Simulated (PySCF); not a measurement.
Compound: C₅H₆ClFO₂.
SMILES with atom numbers: `[CH3:1][O:2][C@@:3]1([C:4](=[O:5])[Cl:6])[CH2:7][C@@H:8]1[F:9]` (hydrogens: H10, H11, H12 on C1; H13, H14 on C7; H15 on C8)

Cartesian coordinates in Å at the GFN2-xTB level; atoms count from 1:
```
atom  x, y, z in Å
C1     1.9789    0.0375   -0.5581
O2     1.0997    0.3007    0.5250
C3    -0.2418    0.1823    0.2139
C4    -0.8869    1.2738   -0.5657
O5    -1.9164    1.2157   -1.1545
Cl6    0.0491    2.7596   -0.5218
C7    -0.8556   -1.2036    0.0368
C8    -1.0969   -0.4583    1.2976
F9    -2.3260    0.0412    1.5462
H10    2.9820    0.1212   -0.1472
H11    1.8252   -0.9702   -0.9558
H12    1.8516    0.7652   -1.3637
H13   -1.6751   -1.2687   -0.6630
H14   -0.1954   -2.0552    0.0701
H15   -0.5968   -0.7333    2.2183
```

Method: TDDFT CAM-B3LYP/def2-SVPD, vertical, gas phase, core orbitals frozen in the response in PySCF 2.14.0, density-fitted response routines.

Transition dipole moments from the ground state, in atomic units and in the frame of the coordinates above (overall signs are arbitrary), for the states with f of 0.002 or more among the lowest 8:

```tsv
state	E (eV)	μx	μy	μz
S2	6.344	-0.019	-0.635	0.363
S4	6.810	0.127	0.480	-0.311
S5	7.000	0.184	-0.088	0.259
S6	7.766	0.089	0.364	0.097
S7	7.878	0.349	0.487	0.033
S8	7.932	0.040	0.182	0.092
```

Problem. Work out the oscillator strengths.

Solution. f = (2/3) ΔE |μ|² with ΔE in hartree (27.2114 eV).

```csv
state,|μ|² (au),|μ| (D),f
S2,0.535,1.86,0.083
S4,0.344,1.49,0.057
S5,0.109,0.84,0.019
S6,0.150,0.98,0.029
S7,0.360,1.53,0.070
S8,0.043,0.53,0.008
```

Problem. Which bond between heavy atoms lies closest to the direction of the S2 transition dipole?

Solution. C3–C4, at 28° from it; next C3–C7, C4–Cl6 and C3–C8 at 42°.

Problem. What angle do the transition dipoles of S2 and S5 make?

Solution. |cos θ| = |μa·μb| / (|μa| |μb|) = 0.61, so θ ≈ 53° (taken between 0 and 90°, since the signs are arbitrary).

Problem. How is the summed strength of these states shared among x, y and z?

Solution. (2/3) Σ ΔE μα² gives 0.034 for x, 0.180 for y and 0.052 for z, 0.266 in all.

Problem. What peak molar absorption coefficient would the strongest computed level give as a lone Gaussian band 0.3 eV wide at half height?

Solution. ε(max) = 2.175×10⁸ f / FWHM, with the width in cm⁻¹. S2: 2.175×10⁸ × 0.0831 / 2420 ≈ 7500 L mol⁻¹ cm⁻¹.

One conformer stands for the species.
